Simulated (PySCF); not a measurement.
Molfile (atoms numbered from 1):
```
ClFH4OSi2
     RDKit          3D

  9  8  0  0  0  0  0  0  0  0999 V2000
   -1.6174    1.7814   -0.5825 F   0  0  0  0  0  0  0  0  0  0  0  0
   -1.5818    0.2654   -0.0620 Si  0  0  0  0  0  4  0  0  0  0  0  0
   -0.0536   -0.2223   -0.2134 O   0  0  0  0  0  0  0  0  0  0  0  0
    1.5529   -0.3193   -0.0507 Si  0  0  0  0  0  4  0  0  0  0  0  0
    1.9461   -0.9667    1.7998 Cl  0  0  0  0  0  0  0  0  0  0  0  0
   -2.3494   -0.5314   -0.9957 H   0  0  0  0  0  0  0  0  0  0  0  0
   -1.9538    0.3087    1.3376 H   0  0  0  0  0  0  0  0  0  0  0  0
    2.1178    1.0085   -0.2292 H   0  0  0  0  0  0  0  0  0  0  0  0
    1.9529   -1.3184   -1.0290 H   0  0  0  0  0  0  0  0  0  0  0  0
  1  2  1  0
  2  3  1  0
  3  4  1  0
  4  5  1  0
  2  6  1  0
  2  7  1  0
  4  8  1  0
  4  9  1  0
M  END
```

[PySCF: shieldings: GIAO PBE0/pcSseg-1; structure optimised with GFN2-xTB; fast rotation and ring inversion assumed for equivalent nuclei; no solvent; one conformer; non-relativistic Hamiltonian]

Shifts are taken against calculated references (same method and geometry level): ¹H, ²⁹Si vs TMS; CFCl3 for ¹⁹F; ¹⁷O vs H2O; ³⁵Cl against HCl.

| atoms | nucleus | count | Hirshfeld charge | δ (ppm) |
| --- | --- | --- | --- | --- |
| H6/H7 | ¹H | 2 | -0.07 | 5.01 |
| Si4 | ²⁹Si | 1 | 0.42 | -26.5 |
| H8/H9 | ¹H | 2 | -0.07 | 5.54 |
| Si2 | ²⁹Si | 1 | 0.49 | ? |
| O3 | ¹⁷O | 1 | -0.30 | ? |
| Cl5 | ³⁵Cl | 1 | -0.12 | 36 |
| F1 | ¹⁹F | 1 | -0.21 | -165.0 |

**Question.** Estimate the values marked ?.

**Answer.** 
- Si2: -33.2 ppm, silicon bonded to F, O, 2 H
- O3: 89.4 ppm, oxygen bonded to 2 Si

Unscaled 19F shifts against computed CFCl3 carry errors that often reach 10 to 50 ppm. Experimental scales use liquid or dissolved standards, which lie at an offset from isolated H2O (liquid H2O: subtract about 36 ppm).
